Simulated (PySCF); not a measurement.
Zr(OMe)(H)3 (CH6OZr), SMILES C[O][ZrH3], multiplicity 1. The structure is a stationary point at B3LYP-D3(BJ)/def2-SVP. The spin state was assumed, not searched. The structure was generated by enumeration; whether it is a known compound was not checked. The def2 effective core potentials stand for the cores of Zr; spin–orbit coupling is left out.

Computed equilibrium geometry at B3LYP-D3(BJ)/def2-SVP (PySCF confirms it by a frequency run) as bond lengths and angles, and its point group:
point group C3v.
Atoms: Zr1 O2 C3 H4 H5 H6 H7 H8 H9. Bond lengths (Å): Zr1–O2 1.887, Zr1–H7 1.868, Zr1–H8 1.868, Zr1–H9 1.868, O2–C3 1.400, C3–H4 1.103, C3–H5 1.103, C3–H6 1.103. Angles (°): O2–Zr1–H7 107.0, O2–Zr1–H8 107.0, O2–Zr1–H9 107.0, H7–Zr1–H8 111.8, H7–Zr1–H9 111.8, H8–Zr1–H9 111.8, Zr1–O2–C3 180.0, O2–C3–H4 110.3, O2–C3–H5 110.3, O2–C3–H6 110.3, H4–C3–H5 108.7, H4–C3–H6 108.7, H5–C3–H6 108.7.
Charge 0, spin multiplicity 1.
